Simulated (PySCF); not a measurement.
# One molecule, several mistakes: AlBCH6Si

All numbers below are calculated, not measured. The program is PySCF 2.14.0, an open-source quantum chemistry code, run on an isolated molecule that a program drew, which may never have been made. The molecule is AlBCH6Si (charge 0, singlet), drawn as the SMILES string `B[Si][CH2][AlH2]`.

Each row is a Hartree-Fock (HF) and frozen-core CCSD(T) single point in the cc-pV(D+d)Z basis, meant for a local HF minimum. Run 1 is clean. Each other run has one planted mistake out of seven kinds, and not every kind appears here: one electron removed, one electron added, multiplicity raised by two, geometry at a saddle point, minimal basis STO-3G, one bond length entered in bohr, all coordinates scaled. The reference is restricted for singlets and unrestricted otherwise, and also for a bond in bohr. Adding or removing an electron swaps singlet and doublet. Electrons count all cores. HOMO and LUMO are orbital energies over both spins, the gradient is its largest component, and the lowest frequency (negative if imaginary) is given only where the gradient is small. Bond lengths are over the 9 bonds as drawn. T1 is the CCSD diagnostic: over 0.02 (restricted) or 0.045 (unrestricted) a single reference is doubtful.

Geometry of the clean run:
```xyz
10
AlBCH6Si, angstrom
B    -2.8374   -0.3496   -0.0794
Si   -0.8867   -0.6193   -0.5544
C    -0.1316   -0.8461    1.1651
Al    0.2827    0.8152    2.1541
H    -3.6231   -1.2630   -0.0733
H    -3.2960    0.7482    0.1177
H    -0.7830   -1.3978    1.8564
H     0.8306   -1.3635    1.0720
H    -0.8310    1.4648    3.0683
H     1.7218    1.4603    2.0685
```

| run | electrons | basis functions | <S^2> | HOMO (eV) | LUMO (eV) | gradient (hartree/bohr) | lowest frequency (cm^-1) | mean bond (Å) | longest bond (Å) | T1 | HF (hartree) | CCSD(T) (hartree) | mistake |
|---|---|---|---|---|---|---|---|---|---|---|---|---|---|
| 1 | 44 | 104 | 0.000 | -8.05 | 0.66 | 2.1e-05 | 56 | 1.5178 | 2.026 | 0.0171 | -596.80949 | -597.26146 | no fault |
| 2 | 44 | 104 | 2.025 | -7.13 | 0.55 | 2.2e-02 | - | 1.5178 | 2.026 | 0.0193 | -596.78375 | -597.21188 | multiplicity raised by two |
| 3 | 44 | 34 | 0.000 | -5.16 | 6.41 | 4.1e-02 | - | 1.5178 | 2.026 | 0.0159 | -589.79499 | -590.00008 | ? |
| 4 | 45 | 104 | 0.786 | -0.59 | 5.20 | 3.8e-02 | - | 1.5178 | 2.026 | 0.0425 | -596.80441 | -597.27746 | ? |

**Which mistake was planted in run 3, and what did it cost?**

It has 34 basis functions where the clean run has 104, with the same electrons and geometry. So the mistake is: minimal basis STO-3G. Subtracting run 1 and multiplying by 627.51 kcal/mol a hartree, the energy moved by 4401.7 kcal/mol in HF and 4556.6 kcal/mol in CCSD(T).

**Which mistake was planted in run 4, and what did it cost?**

It counts 45 electrons, one more than the clean run, at the same geometry and basis. So the mistake is: one electron added. Subtracting run 1 and multiplying by 627.51 kcal/mol a hartree, the energy moved by 3.2 kcal/mol in HF and -10.0 kcal/mol in CCSD(T).

